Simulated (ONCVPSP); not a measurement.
## What one change does to a pseudopotential (W (Z = 74), ONCV)

ONCVPSP 4.0.1 input, shortened (lines: element, Z, core and valence counts, functional; n l f; lmax; l rc ep ncon nbas qcut; lloc lpopt rc5 dvloc0; l nproj debl; icmod fcfact rcfact), PBEsol, non-relativistic:

```
  W 74.00   10    4  -116133      upf
    1    0    2.00
    2    0    2.00
    2    1    6.00
    3    0    2.00
    3    1    6.00
    3    2   10.00
    4    0    2.00
    4    1    6.00
    4    2   10.00
    4    3   14.00
    5    0    2.00
    5    1    6.00
    5    2    4.00
    6    0    2.00
    3
    0    2.05    0.00    4    9    4.60
    1    1.65    0.00    4    8    8.90
    2    1.70    0.00    4    8    6.40
    3    1.65    0.04    3    7    7.30
    4    1    1.55    1.00
    0    2    1.70
    1    2    2.00
    2    1    3.60
    3    2    2.40
    4    0.50    0.00
```

All-electron outer shells of the reference configuration (PBEsol, non-relativistic, ld1.x):

| shell | level (eV) | outermost node (bohr) | outermost maximum (bohr) |
| --- | --- | --- | --- |
| 5s | -65.05 | 0.58 | 1.05 |
| 4f | -41.95 | – | 0.42 |
| 5p | -40.78 | 0.59 | 1.13 |
| 5d | -5.84 | 0.63 | 1.47 |
| 6s | -4.78 | 1.41 | 2.95 |

Change: local potential polynomial inside 1.55 bohr (lpopt 1, dvloc0 4 Ha).

Cutoffs: the cutoffs (Ha) at which the residual kinetic energy of the hardest occupied pseudo-wave falls to 1 and 0.1 mHa per electron; they do not see the model core or the augmentation charge, which bear on the density cutoff. Errors are all-electron minus pseudo energies relative to the spin-unpolarised reference configuration.

Q: Predict the effect on cutoff, ghosts and configuration errors.

A: The potential gets neither clearly harder nor softer (26 Ha and 31 Ha → 26 Ha and 31 Ha); the lowest positive-energy flag moves from f at 45.9 eV to f at 97.7 eV; the errors of the 4 common tests hardly move; the range in which the s phases agree narrows (upper end 4.2 → 2.6); the range in which the f phases agree widens (upper end 0.8 → 3.1); neither file shows a bound ghost.

| quantity | base | changed |
| --- | --- | --- |
| cutoff, loose | 26 Ha | 26 Ha |
| cutoff, tight | 31 Ha | 31 Ha |
| bound ghosts | none | none |
| GHOST(+) flags under 300 eV | f at 45.9 eV | f at 97.7 eV |
| error for 5s2 5p6 5d4 6s1, meV [ΔE 7.69 eV] | -1.3 | -1.3 |
| error for 5s2 5p6 5d4 6s0, meV [ΔE 21.57 eV] | -7.8 | -7.9 |
| error for 5s2 5p6 5d3 6s0, meV [ΔE 47.73 eV] | -6.4 | -7.2 |
| error for 5s2 5p6 5d3 6s2 6p1, meV [ΔE 5.43 eV] | -2.5 | -2.2 |
| s: phases at 2.09 bohr within 0.05 rad from the reference energy up to (Ha; the scan ends near 5) | 4.2 | 2.6 |
| p: phases at 1.67 bohr within 0.05 rad from the reference energy up to (Ha; the scan ends near 5) | to the end of the scan | to the end of the scan |
| d: phases at 1.72 bohr within 0.05 rad from the reference energy up to (Ha; the scan ends near 5) | 3.6 | 4.2 |
| f: phases at 1.67 bohr within 0.05 rad from the reference energy up to (Ha; the scan ends near 5) | 0.8 | 3.1 |
| rms error of d²Exc/dni dnj with the model core, mHa | 0.81 | 0.81 |

Base: The cutoffs count occupied waves only; projector 2 of the f channel, the hardest unoccupied one, needs 144 Ha at the loose tolerance. Changed file: The cutoffs count occupied waves only; projector 2 of the f channel, the hardest unoccupied one, needs 144 Ha at the loose tolerance.
